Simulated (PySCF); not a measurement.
C3H6FOSi (doublet state).
Geometry (GFN2-xTB, Å), atoms numbered from 1 in this order:
```
atom  x, y, z in Å
C1     2.3534   -0.2452   -0.2382
C2     1.6255    0.3533    0.6440
C3     0.2430    0.5785    1.0425
O4    -0.6499   -0.0220    0.1241
Si5   -1.9675    0.5051   -0.6264
F6    -2.1695   -0.6226   -1.7410
H7     3.4317   -0.1885   -0.2319
H8     1.9405   -0.8517   -1.0461
H9     0.0629    0.1319    2.0293
H10    0.0445    1.6553    1.1125
H11   -3.1403    0.4703    0.2334
H12   -1.7732    1.7643   -1.3282
```

The hyperfine couplings belong to this conformer and change with its torsions.

The species is `C=[C]CO[SiH2]F` [radical].

Method: UKS B3LYP, pcH-1 on C F H O Si, non-relativistic, mean-field spin-orbit, GIAO (PySCF). Isolated species at its GFN2-xTB geometry (one conformer only). GFN2-xTB frequencies show an imaginary mode (33i cm⁻¹), so this geometry is no minimum at that level. A GFN2-xTB geometry isn't a minimum of the functional, and hyperfine couplings can be far from their values at a DFT geometry. Stability of the SCF solution: not tested.

Q: Where do the isotropic ENDOR lines of F6, H8, H7, H9/H10 and H11/H12 fall at 1215.0 mT, to first order?

A: For S = 1/2 in fast tumbling each set of equivalent nuclei gives two lines, ν± = |νn ± a/2| to first order, with νn = g_N μN B/h and μN/h = 7.62259 MHz/T.

```json
{"nuclei": "F6", "isotope": "19F", "g_N": "5.2577", "νn (MHz)": "48.69", "a_iso (MHz)": "1.77", "lower line (MHz)": "47.81", "upper line (MHz)": "49.58"}
{"nuclei": "H8", "isotope": "1H", "g_N": "5.5857", "νn (MHz)": "51.73", "a_iso (MHz)": "183.67", "lower line (MHz)": "40.10", "upper line (MHz)": "143.57"}
{"nuclei": "H7", "isotope": "1H", "g_N": "5.5857", "νn (MHz)": "51.73", "a_iso (MHz)": "122.98", "lower line (MHz)": "9.76", "upper line (MHz)": "113.22"}
{"nuclei": "H9/H10", "isotope": "1H", "g_N": "5.5857", "νn (MHz)": "51.73", "a_iso (MHz)": "11.83", "lower line (MHz)": "45.82", "upper line (MHz)": "57.65"}
{"nuclei": "H11/H12", "isotope": "1H", "g_N": "5.5857", "νn (MHz)": "51.73", "a_iso (MHz)": "1.98", "lower line (MHz)": "50.74", "upper line (MHz)": "52.72"}
```

Q: Which pairs are centred on the nuclear Larmor frequency, and which on half the coupling?

A: Centred on νn, since |a| < 2νn: F6, H9/H10 and H11/H12. Centred on |a|/2 and split by 2νn: H8 and H7.

Nuclei that the bonding pattern makes equivalent are averaged, as if the motion that swaps them (rotation, inversion, ring flip) were fast. The 1H value of +11.8 MHz is a mean of couplings from 7.2 to 16.4 MHz in this one geometry, not an average over conformers. The 1H value of +2.0 MHz is a mean of couplings from -0.7 to 4.6 MHz in this one geometry, not an average over conformers.

Largest spin populations (Mulliken): C2 (+0.99), C1 (-0.16) and H8 (+0.09). No atom but C2 exceeds +0.15. The positive populations add up to 1.18 and the negative ones to -0.18, together 2S = 1.

Hardware: one thread of an Arm Neoverse V2, no GPU, shared host with 96 logical CPUs at a one-minute load of 53. Cost: 43 s wall (with the writing of density and orbital grids), 0.75 GiB resident at most.
